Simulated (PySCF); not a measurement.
**Tl (thallium, neutral) across methods**

[Xe] 4f14 5d10 6s1 6p1 6d1, one real determinant (an excited configuration). Computed with PySCF 2.14 in aug-cc-pVQZ-PP with ECP60MDF, with a scalar-relativistic core potential.

```tsv
method	E (hartree)	mean ε 6s α (eV)	mean ε 6p α (eV)	mean ε 6d α (eV)	Σ⟨r²⟩ (bohr²)	⟨S²⟩
r2SCAN	-172.1856	-14.563	-6.337	-0.824	112.3	3.754
PBE0	-172.1126	-15.313	-6.948	-1.133	112.9	3.752
MN15	-171.7646	-16.135	-7.253	-0.527	104.5	3.751
PBE	-172.1420	-14.134	-6.007	-0.933	111.9	3.751
B97-3	-172.1429	-15.215	-6.822	-1.142	114.4	3.751
wB97M-V	-172.0245	-17.347	-8.837	-1.330	107.7	3.751
LDA	-171.8467	-14.391	-6.076	-0.851	109.6	3.751
```

Task: Estimate the same row for UHF.

Result: E (hartree) = -171.17995; mean ε 6s α (eV) = -17.972; mean ε 6p α (eV) = -9.315; mean ε 6d α (eV) = -1.508; Σ⟨r²⟩ (bohr²) = 116.1; ⟨S²⟩ = 3.754.

⟨L²⟩ = 8.02 against 12 for a pure F term, so this real determinant mixes terms. Energies and moments cover only the electrons outside the core potential. Spin-orbit coupling, absent here, splits the open shell strongly. The outer electron is Rydberg-like, and this basis confines it to a smaller radius and binds it less than a complete one would.
